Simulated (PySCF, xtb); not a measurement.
CuI, SMILES [Cu][I], multiplicity 1.

GFN2-xTB in xtb 6.7.1 at its own geometry gives an orbital gap of 5.23 eV and a dipole moment of 9.48 D.

The structure is a stationary point at PBE0-D3(BJ)/def2-TZVP. The spin state was assumed, not searched. The def2 effective core potentials stand for the cores of I; spin–orbit coupling is left out.

Task: What does r2SCAN/def2-TZVPD in PySCF give? (An estimate is asked for; the answer gives what the named calculation found.)

Result: gap 2.35 eV (levels -5.90 and -3.55 eV), dipole 4.28 D.
